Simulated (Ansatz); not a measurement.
`[OH][GeH]([OH])[GeH3]` and `[OH][GeH]([GeH3])[GeH3]` differ in one atom or group.

Ansatz, PBE0-D4/def2-TZVP geometries, multiplicity 1. Each molecule was computed in one conformer, which needn't be the lowest.

Scalar relativity is left out up to krypton.

| property | `[OH][GeH]([OH])[GeH3]` |
| --- | --- |
| size of the dipole moment (ωB97M-V/def2-TZVPP) / D | 1.98 |
| LUMO energy (ωB97M-V/def2-TZVPP) / eV | 1.72 |
| size of the dipole moment (PBE/def2-TZVPP) / D | 1.87 |
| HOMO–LUMO gap (PBE/def2-TZVPP) / eV | 5.78 |
| HOMO energy (ωB97M-V/def2-TZVPP) / eV | -10.06 |
| HOMO energy (PBE/def2-TZVPP) / eV | -6.58 |

(1) What does the change do to each property? (Estimate.)

Answers

(1) The calculation gave: 
| property | `[OH][GeH]([GeH3])[GeH3]` | shift |
| --- | --- | --- |
| size of the dipole moment (ωB97M-V/def2-TZVPP) / D | 1.17 | -0.81 |
| LUMO energy (ωB97M-V/def2-TZVPP) / eV | 1.24 | -0.48 |
| size of the dipole moment (PBE/def2-TZVPP) / D | 1.05 | -0.82 |
| HOMO–LUMO gap (PBE/def2-TZVPP) / eV | 5.02 | -0.76 |
| HOMO energy (ωB97M-V/def2-TZVPP) / eV | -9.49 | 0.57 |
| HOMO energy (PBE/def2-TZVPP) / eV | -6.33 | 0.25 |

With PBE0 the HOMO rises by 0.43 eV and the LUMO falls by 0.53 eV, so the gap narrows by about 0.96 eV. PBE moves the HOMO by 0.25 eV and ωB97M-V by 0.57 eV. Dipoles are sizes alone; their direction can turn.
